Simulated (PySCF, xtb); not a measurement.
Be(Me) (CH3Be), SMILES [Be+][CH3], charge +1.

Harmonic wavenumbers (cm⁻¹) from xtb 6.7.1 with GFN2-xTB at its own minimum, in rising order: 451, 451, 845, 1271, 1271, 1284, 2811, 2811, 2880.

What does B3LYP-D3(BJ)/def2-TZVPD (PySCF) give at its own minimum? (An estimate is asked for; the answer gives what the named calculation found.)

680, 680, 881, 1180, 1395, 1395, 3011, 3100, 3100. Paired by order, the mean absolute difference is 170 cm⁻¹ and the zero-point energies are 20.1 and 22.0 kcal/mol.
